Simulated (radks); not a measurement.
Ionisation of neutral neodymium, [Xe] 4f4 6s2, to [Xe] 4f4 6s1 as the strength of local exchange is varied. Method: Dirac Kohn-Sham, Slater X-alpha exchange (alpha = 2/3 is LDA exchange), no correlation, spin-unpolarised, spherical densities, point nucleus; open shells fill j = l - 1/2 first; computed with a radial shooting solver on a logarithmic mesh with Libxc functionals.

[
 {"alpha": "0.644", "E(Nd) (hartree)": "-9610.0046", "exchange (hartree)": "-202.9000", "IE (eV)": "5.062", "-e of the level emptied (eV)": "2.761 (6s1/2)", "<r> of it (bohr)": "4.537"},
 {"alpha": "0.667", "E(Nd) (hartree)": "-9617.2538", "exchange (hartree)": "-210.3117", "IE (eV)": "5.158", "-e of the level emptied (eV)": "2.845 (6s1/2)", "<r> of it (bohr)": "4.510"},
 {"alpha": "0.722", "E(Nd) (hartree)": "-9634.6121", "exchange (hartree)": "-228.0786", "IE (eV)": "5.398", "-e of the level emptied (eV)": "3.059 (6s1/2)", "<r> of it (bohr)": "4.444"},
 {"alpha": "0.898", "E(Nd) (hartree)": "-9690.3742", "exchange (hartree)": "-285.3457", "IE (eV)": "6.228", "-e of the level emptied (eV)": "3.822 (6s1/2)", "<r> of it (bohr)": "4.234"},
 {"alpha": "0.942", "E(Nd) (hartree)": "-9704.3656", "exchange (hartree)": "-299.7609", "IE (eV)": "6.448", "-e of the level emptied (eV)": "4.026 (6s1/2)", "<r> of it (bohr)": "4.183"},
 {"alpha": "1.032", "E(Nd) (hartree)": "-9733.0475", "exchange (hartree)": "-329.3694", "IE (eV)": "6.912", "-e of the level emptied (eV)": "4.460 (6s1/2)", "<r> of it (bohr)": "4.084"}
]

NIST Atomic Spectra Database: 5.525 eV (measured). The Delta-SCF value meets it near alpha = 0.75. Spin polarisation and multiplet splitting are left out, so open shells lie too high by an amount that depends on their filling.

Beside tabulated values, note that spin-unpolarised runs miss the spin-polarisation part of the exchange energy of open shells.
